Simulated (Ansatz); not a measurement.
`[F][SnH]([Cl])[O][SiH3]`, charge 0, multiplicity 1.

Task: Give a relaxed structure at PBE0-D4/def2-TZVP (the Gaussian-basis code of Ansatz). (An estimate is asked.)

Result: The calculation gave: 
```xyz
9

F     0.3542   -1.8754    1.7630
Sn    1.1083   -1.2355    0.1356
Cl    0.0802   -2.4382   -1.5291
O     0.5395    0.5955    0.0012
Si   -0.8953    1.3938   -0.1096
H     2.7879   -1.3684    0.1743
H    -0.8620    2.2725   -1.3060
H    -1.0895    2.2229    1.1065
H    -2.0233    0.4328   -0.2359
```
This is one stationary point; other conformers may exist.
